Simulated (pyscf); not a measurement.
Optimised with ωB97X-D3(BJ)/def2-SVP in PySCF.

Problem. For `[O]=[Mo](=[O])([F])[F]` + `[OH][SiH3]` → `[O]=[Mo]([OH])([F])([F])[O][SiH3]`, an addition across a multiple bond or ene-type step (singlet surface; O–Si broken, O–Si, Mo–O formed), PBE/def2-TZVP gives ΔE‡ = 5.2 kcal/mol and ΔE = -7.4 kcal/mol (zero: the separated reactants). In which direction and how far do B3LYP-D3(BJ)/def2-TZVP, PBE0-D3(BJ)/def2-TZVP, ωB97M-D3(BJ)/def2-TZVP move these?

Solution. B3LYP-D3(BJ): ΔE‡ = 3.9 kcal/mol, ΔE = -11.6 kcal/mol; PBE0-D3(BJ): ΔE‡ = 2.3 kcal/mol, ΔE = -10.9 kcal/mol; ωB97M-D3(BJ): ΔE‡ = 4.9 kcal/mol, ΔE = -8.7 kcal/mol. PBE's barrier lies over all of them, by 0.3 to 2.8 kcal/mol. Its reaction energy lies over all of them, by 1.3 to 4.2 kcal/mol. On the reactant side the descent ends in an adduct with a Mo–O contact, 15.1 kcal/mol under the separated species and 15.6 kcal/mol under the saddle at ωB97X-D3(BJ)/def2-TZVP. What is counted as formed (Mo–O) is already present as a longer contact in the reactant adduct; forming that adduct is a step of its own. At ωB97X-D3(BJ) the barrier from the zero used here is 0.4 kcal/mol. One saddle was located; it need not be the lowest between these sides. Elements past Kr carry the def2 core potentials, without spin-orbit coupling.
